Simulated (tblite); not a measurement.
Parent: `[CH:1]#[C:2][Si@:3]1([F:4])[CH:5]=[CH:6][SiH2:7]1`, C4H5FSi2.

Structures optimised with GFN2-xTB, isolated species. One conformer each, not checked by frequencies here.

```tsv
coordinate of the parent	value
C1≡C2	1.202 Å
C2–Si3	1.850 Å
Si3–F4	1.630 Å
Si3–C5	1.905 Å
C5=C6	1.341 Å
C6–Si7	1.905 Å
Si3–Si7	2.329 Å
C1–C2–Si3	177.4°
C2–Si3–F4	103.2°
C2–Si3–C5	115.1°
C2–Si3–Si7	128.8°
F4–Si3–C5	112.5°
F4–Si3–Si7	119.0°
C5–Si3–Si7	75.4°
Si3–C5–C6	104.2°
C5–C6–Si7	105.9°
Si3–Si7–C6	74.5°
```

How does the shared frame change in `[H]/[N:8]=[CH:7]/[C:6]1=[CH:5][Si@@:3]([C:2]#[CH:1])([F:4])[SiH2:9]1` with C5–C6–C7–N8 -179°, C5H6FNSi2? Atoms pair as C1 = C1, C2 = C2, Si3 = Si3, F4 = F4, C5 = C5, C6 = C6, Si7 = Si9 (parent first).

```
    parent    relative  value in the relative  change
     C1≡C2       C1≡C2                1.202 Å   0.000
    C2–Si3      C2–Si3                1.851 Å  +0.001
    Si3–F4      Si3–F4                1.630 Å   0.000
    Si3–C5      Si3–C5                1.908 Å  +0.003
     C5=C6       C5=C6                1.350 Å  +0.009
    C6–Si7      C6–Si9                1.911 Å  +0.006
   Si3–Si7     Si3–Si9                2.341 Å  +0.012
 C1–C2–Si3   C1–C2–Si3                 177.6°    +0.2
 C2–Si3–F4   C2–Si3–F4                 103.1°    -0.1
 C2–Si3–C5   C2–Si3–C5                 112.5°    -2.6
C2–Si3–Si7  C2–Si3–Si9                 130.3°    +1.5
 F4–Si3–C5   F4–Si3–C5                 111.0°    -1.5
F4–Si3–Si7  F4–Si3–Si9                 119.8°    +0.8
C5–Si3–Si7  C5–Si3–Si9                  75.9°    +0.5
 Si3–C5–C6   Si3–C5–C6                 103.6°    -0.6
 C5–C6–Si7   C5–C6–Si9                 106.5°    +0.6
Si3–Si7–C6  Si3–Si9–C6                  74.0°    -0.5
```

Of the parent's bonds, Si3–Si7 changes most (+0.012 Å). Bonds of the relative outside the shared frame: C6–C7 1.440, C7=N8 1.263 Å. Point group C1 → C1.

How does the shared frame change in `[CH:1]#[C:2][Si@:3]1([F:4])[CH:5]=[C:6]([CH2:7][F:8])[SiH2:9]1` with C5–C6–C7–F8 -169°, C5H6F2Si2? Atoms pair as C1 = C1, C2 = C2, Si3 = Si3, F4 = F4, C5 = C5, C6 = C6, Si7 = Si9 (parent first).

| parent | relative | value in the relative | change |
| --- | --- | --- | --- |
| C1≡C2 | C1≡C2 | 1.202 Å | 0.000 |
| C2–Si3 | C2–Si3 | 1.849 Å | -0.001 |
| Si3–F4 | Si3–F4 | 1.629 Å | -0.001 |
| Si3–C5 | Si3–C5 | 1.903 Å | -0.002 |
| C5=C6 | C5=C6 | 1.342 Å | +0.001 |
| C6–Si7 | C6–Si9 | 1.916 Å | +0.011 |
| Si3–Si7 | Si3–Si9 | 2.332 Å | +0.003 |
| C1–C2–Si3 | C1–C2–Si3 | 177.6° | +0.2 |
| C2–Si3–F4 | C2–Si3–F4 | 103.1° | -0.1 |
| C2–Si3–C5 | C2–Si3–C5 | 114.9° | -0.2 |
| C2–Si3–Si7 | C2–Si3–Si9 | 129.5° | +0.7 |
| F4–Si3–C5 | F4–Si3–C5 | 111.8° | -0.7 |
| F4–Si3–Si7 | F4–Si3–Si9 | 118.7° | -0.3 |
| C5–Si3–Si7 | C5–Si3–Si9 | 75.9° | +0.5 |
| Si3–C5–C6 | Si3–C5–C6 | 103.9° | -0.3 |
| C5–C6–Si7 | C5–C6–Si9 | 106.2° | +0.3 |
| Si3–Si7–C6 | Si3–Si9–C6 | 74.0° | -0.5 |

Of the parent's bonds, C6–Si7 changes most (+0.011 Å). Bonds of the relative outside the shared frame: C6–C7 1.486, C7–F8 1.380 Å. Point group C1 → C1.

The numbers are calculated, not measured.
